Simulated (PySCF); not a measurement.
## Deuteron quadrupole couplings in `[CH3][GaH2]`

Compound: CH5Ga.
Cartesian coordinates in Å at the PBE0-D3(BJ)/def2-SVP level; atoms count from 1:
```
atom  x, y, z in Å
C1    -0.7353   -0.1396   -0.5075
Ga2    0.8849    0.1443    0.5701
H3    -0.7453    0.5154   -1.3926
H4    -1.6182    0.1314    0.0973
H5    -0.8552   -1.1839   -0.8296
H6     1.4182    1.6070    0.8178
H7     1.6545   -1.0681    1.2183
```

Level: PBE0/pcSseg-1 (PySCF, non-relativistic); Q(2H) = 0.00286 b; rigid geometry, the same for H and D, with no vibrational averaging.

Question: What are Vzz, η and χzz (234.96 MHz × Q × Vzz) at all hydrogens?

Answer: 
```json
{"atom": "H3", "bonded to": "C1", "bond length (Å)": "1.101", "Vzz (au)": "0.3007", "η": "0.03", "χzz (kHz)": "202"}
{"atom": "H4", "bonded to": "C1", "bond length (Å)": "1.104", "Vzz (au)": "0.2975", "η": "0.03", "χzz (kHz)": "200"}
{"atom": "H5", "bonded to": "C1", "bond length (Å)": "1.099", "Vzz (au)": "0.3027", "η": "0.04", "χzz (kHz)": "203"}
{"atom": "H6", "bonded to": "Ga2", "bond length (Å)": "1.576", "Vzz (au)": "0.1056", "η": "0.10", "χzz (kHz)": "71"}
{"atom": "H7", "bonded to": "Ga2", "bond length (Å)": "1.576", "Vzz (au)": "0.1060", "η": "0.10", "χzz (kHz)": "71"}
```

Question: Average by the element that carries the hydrogen.

Answer: on C: 202 kHz over 3 positions, mean bond length 1.101 Å; on Ga: 71 kHz over 2 positions, mean bond length 1.576 Å.

Question: Give the 2H NMR doublet splittings at H4 for a magnetic field along the z, y and x axes of the gradient: 3χ/2, 3χ(1 + η)/4, 3χ(1 − η)/4.

Answer: With |χ| = 199.9 kHz and η = 0.025: 300, 154 and 146 kHz, to first order and without motion.

Isolated species at its PBE0-D3(BJ)/def2-SVP geometry, gas phase. The calculation is non-relativistic, for gallium too. The small basis limits the accuracy of the gradients.

These values come from a run that also computed NMR shieldings. On Arm Neoverse V1, one thread (shared host), this took 4.0 s wall.
